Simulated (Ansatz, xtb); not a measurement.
# Ligand exchange: GeH3(CH3) + C4H10S → GeH3(SH) + C5H12

Species: GeH3(CH3) (methyl germane), singlet; C4H10S (2-methyl-2-propanethiol) `CC(C)(C)S`, singlet; GeH3(SH), singlet; C5H12 (neopentane) `CC(C)(C)C`, singlet. The partners trade CH3 for SH: Ge–CH3 and C–SH bonds give way to Ge–SH and C–CH3.

Shapes, held fixed at every level: PBE0-D4/def2-TZVP. Flexible molecules stand in one conformer, not always the lowest. Programs: Ansatz 0.2.0, xtb 6.7.1, xtb 6.7.1 later snapshot. Electronic energies: no zero-point or thermal term.

```csv
level,kind,ΔE (kJ/mol),less CCSD(T)/def2-TZVPP
GFN1-xTB,semi-empirical,-171.4,-110.4
SPW92/def2-TZVPP,LDA,-59.7,+1.3
PBE-D4/def2-TZVPP,GGA,-59.9,+1.1
B2PLYP/def2-TZVPP,double hybrid,-62.3,-1.3
MP2/def2-TZVPP,perturbation theory,-59.1,+1.9
CCSD(T)/def2-SVP,coupled cluster or CI,-67.1,-6.1
CCSD/def2-SVP,coupled cluster or CI,-68.7,-7.7
CCSD/def2-TZVPP,coupled cluster or CI,-63.3,-2.3
CCSD(T)/def2-TZVPP,coupled cluster or CI,-61.0,0.0
```

The highest level, CCSD(T)/def2-TZVPP, gives ΔE = -61.0 kJ/mol; the levels span -171.4 to -59.1. GFN1-xTB strays far from the other rows. The column of differences is taken from that level and isn't an error. No measured value is set beside it here. Relativity is left out for Ge unless named. Correlated rows may include outer-core shells of Ge, which these sets cover unevenly.
